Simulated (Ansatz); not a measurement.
The same ligand exchange along the group F, Cl, Br, I.

Gas-phase electronic energies from Ansatz, PBE0-D4/def2-TZVP geometries. CBS: MP2 limit from def2 TZ/QZ plus the TZ coupled-cluster correction, frozen cores. This one scheme is used for every species. Functionals use def2-TZVPP. B3LYP here is the variant with VWN-RPA as its local correlation; programs differ in this. Elements past krypton have def2 core potentials. For Br, I outer-core shells are correlated without core-valence functions, which leaves a few kJ/mol of doubt a bond. Scalar relativity is left out up to krypton. Each species was taken in one conformer, which may not be the lowest.

| reaction | B2PLYP (eV) | ωB97X-V (eV) | B3LYP-D4 (eV) | MP2/CBS(def2) (eV) |
| --- | --- | --- | --- | --- |
| `C[SiH](O)F` + PH₃ → `C[SiH](O)P` + H–F | 1.54 | 1.47 | 1.47 | 1.39 |
| `C[SiH](O)Cl` + PH₃ → `C[SiH](O)P` + HCl | 1.02 | 0.99 | 0.98 | 1.00 |
| `C[SiH](O)Br` + PH₃ → `C[SiH](O)P` + HBr | 0.96 | 0.93 | 0.92 | 0.99 |
| `C[SiH](O)I` + PH₃ → `C[SiH](O)P` + HI | 0.82 | 0.79 | 0.79 | 0.92 |

(1) Give the CCSD(T)/CBS values in the same order. (Estimate.)

Largest T1 diagnostic: 0.013, for PH₃.

Answers

(1) The calculation gave: 1.42, 0.97, 0.94, 0.83 eV.
